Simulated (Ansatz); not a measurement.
Ideal-gas functions of BrClGaH₂N, SMILES `[NH2][Ga]([Cl])[Br]` at 600 K and 1 bar, from an Ansatz frequency run at PBE0-D4/def2-TZVP.

Molar mass 201.1 g/mol, point group Cs (symmetry number 1), electronic degeneracy 1, moments of inertia 135.689, 402.139, 537.817 u Å². Harmonic wavenumbers (cm⁻¹, unscaled): 51, 106, 143, 175, 303, 386, 434, 743, 750, 1547, 3626, 3741.

Use S(trans) = R[1.5 ln M + 2.5 ln T − 1.1517]; rotational temperatures θ = 24.2544 K / I; S(rot) = R[ln(√π/σ · √(T³/θAθBθC)) + 1.5]; for each mode x = 1.438777 ν̃/T, S = R[x/(eˣ − 1) − ln(1 − e⁻ˣ)] and H = RT x/(eˣ − 1); 1 cm⁻¹ = 0.0119627 kJ/mol; R = 8.31446 J/(mol·K).

**Question.** By hand: the entropy, in J/(mol·K).

**Answer.** Translation 189.5. Rotation: θ = 0.1787, 0.0603, 0.0451 K, giving 128.7. Vibration, mode by mode: 25.79, 19.73, 17.25, 15.60, 11.15, 9.25, 8.35, 4.53, 4.47, 0.98, 0.01, 0.01, in all 117.1. Electronic 0.0. Sum 435.3 J/(mol·K).

**Question.** By hand: H − E and G − E in kJ/mol, counted from the electronic energy.

**Answer.** Zero-point energy ½ × 12005 × 0.0119627 = 71.8; thermal vibration 30.6; translation, rotation and pV give 4 RT = 20.0. H − E = 122.4 kJ/mol, and G − E = 122.4 − 600 × 435.3/1000 = -138.8 kJ/mol.

Vibration gives 27 % of the entropy, 62.8 J/(mol·K) of it from the modes under 150 cm⁻¹: soft modes count most, and the harmonic formula is weakest for them. The sum counts one conformer and one mirror image; others add a mixing term.
